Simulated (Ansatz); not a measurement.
Two members of one family (Oligo(p-phenylene)), computed with Ansatz in the gas phase. The two geometries come from different levels. Binding counts from free atoms in the multiplicity of their measured ground term, without zero-point energy. The structures are stationary points that may keep the symmetry of their start.

First: c1ccc(-c2ccc(-c3ccc(-c4ccc(-c5ccccc5)cc4)cc3)cc2)cc1 (singlet, charge 0, r2SCAN-D4/def2-SVP geometry).

```xyz
52

C     4.387   -7.141   -5.567
C     4.611   -5.789   -5.849
C     4.003   -4.799   -5.077
C     3.156   -5.136   -4.003
C     2.510   -4.086   -3.185
C     1.214   -4.261   -2.663
C     0.606   -3.272   -1.894
C     1.266   -2.062   -1.606
C     0.622   -1.012   -0.789
C     1.375   -0.193    0.074
C     0.768    0.794    0.845
C    -0.623    1.013    0.790
C    -1.266    2.061    1.607
C    -2.571    1.896    2.113
C    -3.178    2.885    2.882
C    -2.510    4.086    3.185
C    -3.156    5.136    4.003
C    -4.538    5.384    3.903
C    -5.147    6.375    4.675
C    -4.386    7.141    5.566
C    -3.012    6.907    5.676
C    -2.403    5.915    4.904
C    -1.206    4.253    2.681
C    -0.599    3.265    1.910
C    -1.375    0.194   -0.075
C    -0.769   -0.794   -0.844
C     2.563   -1.888   -2.127
C     3.169   -2.875   -2.899
C     2.939   -6.501   -3.732
C     3.548   -7.492   -4.505
H     4.864   -7.917   -6.172
H     5.257   -5.503   -6.685
H     4.163   -3.746   -5.325
H     0.666   -5.183   -2.880
H    -0.396   -3.448   -1.492
H     2.452   -0.362    0.172
H     1.378    1.385    1.535
H    -3.104    0.957    1.930
H    -4.178    2.707    3.290
H    -5.136    4.810    3.189
H    -6.221    6.558    4.573
H    -4.863    7.917    6.171
H    -2.410    7.492    6.378
H    -1.333    5.720    5.019
H    -0.673    5.191    2.866
H     0.400    3.443    1.501
H    -2.451    0.362   -0.173
H    -1.379   -1.386   -1.532
H     3.098   -0.953   -1.938
H     4.184   -2.713   -3.274
H     2.308   -6.788   -2.885
H     3.374   -8.546   -4.268
```

```tsv
level	HOMO (eV)	LUMO (eV)	gap (eV)	binding per atom (eV)
PBE-D4/def2-SVP	-5.17	-2.28	2.89	5.62
PBE0-D4/def2-SVP	-6.00	-1.59	4.41	5.51
```

Second: c1ccc(-c2ccc(-c3ccc(-c4ccc(-c5ccc(-c6ccccc6)cc5)cc4)cc3)cc2)cc1 (singlet, charge 0, PBE-D4/def2-SVP geometry).

Cartesian coordinates in Å:
```
C -2.564 -12.002 -0.215
C -3.534 -11.064 -0.602
C -3.242 -9.694 -0.578
C -1.972 -9.229 -0.166
C -1.662 -7.778 -0.139
C -0.365 -7.300 -0.432
C -0.073 -5.932 -0.408
C -1.063 -4.975 -0.089
C -0.754 -3.527 -0.062
C 0.520 -3.055 0.327
C 0.812 -1.688 0.353
C -0.155 -0.724 -0.013
C 0.155 0.725 0.014
C 1.040 1.269 0.971
C 1.331 2.636 0.996
C 0.754 3.528 0.063
C 1.063 4.975 0.090
C 1.314 5.652 1.306
C 1.604 7.018 1.330
C 1.662 7.778 0.139
C 1.972 9.227 0.165
C 1.526 10.049 1.227
C 1.820 11.419 1.252
C 2.565 12.002 0.214
C 3.013 11.201 -0.849
C 2.720 9.831 -0.873
C 1.413 7.102 -1.077
C 1.120 5.736 -1.102
C -0.131 2.982 -0.895
C -0.424 1.616 -0.918
C -1.428 -1.196 -0.404
C -1.720 -2.562 -0.427
C -2.361 -5.455 0.204
C -2.653 -6.821 0.180
C -1.006 -10.186 0.222
C -1.298 -11.557 0.197
H -2.794 -13.079 -0.235
H -4.528 -11.403 -0.937
H -4.002 -8.970 -0.911
H 0.423 -8.011 -0.722
H 0.940 -5.595 -0.680
H 1.294 -3.775 0.635
H 1.821 -1.360 0.647
H 1.497 0.609 1.724
H 2.039 3.021 1.747
H 1.261 5.096 2.254
H 1.809 7.508 2.294
H 0.919 9.608 2.032
H 1.454 12.038 2.086
H 2.794 13.079 0.234
H 3.606 11.645 -1.663
H 3.102 9.208 -1.697
H 1.432 7.665 -2.023
H 0.948 5.240 -2.070
H -0.614 3.648 -1.627
H -1.105 1.226 -1.690
H -2.213 -0.475 -0.678
H -2.718 -2.892 -0.754
H -3.148 -4.743 0.495
H -3.664 -7.160 0.452
H -0.019 -9.848 0.573
H -0.533 -12.283 0.512
```

Problem. What does the change do? Estimate second minus first.

Solution. 
```
           level  Δ HOMO (eV)  Δ LUMO (eV)  Δ gap (eV)  Δ binding per atom (eV)
 PBE-D4/def2-SVP         0.06        -0.09       -0.15                     0.02
PBE0-D4/def2-SVP         0.08        -0.11       -0.19                     0.02
```
